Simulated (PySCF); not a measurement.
**Correlation energy of Cu (copper, neutral)**

[Ar] 3d9 4s1 4p1, one real determinant (an excited configuration). Calculation: PySCF 2.14, in x2c-TZVPPall (6s5p4d2f1g, 64 functions); the spin-free X2C one-electron Hamiltonian (Gaussian nucleus). Frozen: [Ar]; 11 electrons correlated.

| level | correlation energy (mhartree) |
| --- | --- |
| CCSD | -337.94 |
| (T) | -9.43 |
| CCSD(T) | -347.37 |

Diagnostics: T1 = 0.013, D1 = 0.0368, largest double amplitude 0.039.

Problem. Is a single reference adequate?

Solution. Yes: T1 lies below 0.03 and no double amplitude reaches 0.07.

The basis was made for the ground configuration and has no added diffuse functions, which can raise the energy of the promoted electron.

The reference is one real determinant that mixes LS terms of this configuration.
